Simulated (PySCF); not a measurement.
C3HF4, SMILES F/C=[C]/C(F)(F)F, multiplicity 2. Geometry optimised at B3LYP-D3(BJ)/def2-SVP. The isomer is the one that the SMILES or the coordinates give; other isomers of the formula were not compared.

Method: B3LYP-D3(BJ)/def2-SVP run with PySCF 2.14.0.

Harmonic wavenumbers (cm⁻¹): 86, 135, 144, 376, 400, 430, 565, 597, 697, 851, 892, 1144, 1171, 1208, 1263, 1344, 1796, 3131. Rotational constants (GHz): 5.435, 1.407, 1.391; symmetry number 1.

Q: Work out the zero-point energy and the ideal-gas rigid-rotor harmonic-oscillator thermochemistry at 298.15 K and 1 atm.

A: ZPE = ½ Σ hcν = ½ × 16231 cm⁻¹ = 97.08 kJ/mol. H − E(el) = 116.62 kJ/mol. Entropy in J/(mol K): translation 167.71, rotation 116.33, vibration 58.72, spin 5.76, total 348.52. G − E(el) = 12.71 kJ/mol. Cp = 96.99 J/(mol K). Modes under 150 cm⁻¹ make the vibrational entropy uncertain.
